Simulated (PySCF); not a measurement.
An unknown shows these calculated signals:

1H NMR (300 MHz, computed): δ 7.25 (dd, J = 9.1, 8.2 Hz, 2H), 6.84 (t, J = 8.2 Hz, 1H), 6.82 (d, J = 9.1 Hz, 2H), 5.80 (br s, 1H), 3.44 (br s, 1H).

13C{1H} NMR (computed): δ 151.8 (C), 131.5 (CH), 121.8 (CH), 112.2 (CH).

- J: B3LYP/pcJ-1 (spin–dipole term only in couplings to heteroatoms)
- structure optimised with PBE0-D3(BJ)/def2-SVP
- NMR shieldings at B97-2/pcSseg-1/GIAO
- program: PySCF
- one computed conformer, equivalent nuclei averaged, no solvent model, relativity neglected

References, each an isolated molecule treated in the same way: TMS for 1H (σ = 31.38 ppm), 13C (σ = 183.69 ppm).

Which of these does the molecule contain: an NH or NH2 group, an OH group, a tert-butyl group, a heteroaromatic ring, a methoxy group, a benzene ring?

Answers


- An NH or NH2 group: yes (δH 5.80 (br s)).
- An OH group: yes (δH 3.44 (br s)).
- A tert-butyl group: no.
- A heteroaromatic ring: no.
- A methoxy group: no.
- A benzene ring: yes.

The data belong to `ONc1ccccc1`, C6H7NO; they needn't prove each group on their own.

Carbon signals by region: 4 in the sp2 and nitrile region (100–160 ppm).

OH/NH shifts are gas-phase values; hydrogen bonding in solution moves them, usually downfield. Multiplet labels drop couplings under 1 Hz and merge nearly equal ones. Couplings among chemically equivalent protons are left out too, so labels in AA′BB′ or AA′XX′ sets are apparent multiplicities. Unscaled 3J(H,H) at this level run about 10 % above measured values. Shifts are as computed. Against solution values, carbons near 30 ppm lie about +1 ppm off and those near 130 ppm about +2 ppm. Of 1211 compounds with measured shifts, 218 miss one by over three times the rms of a fit or turn the order of signals round; such compounds aren't used in these exercises.
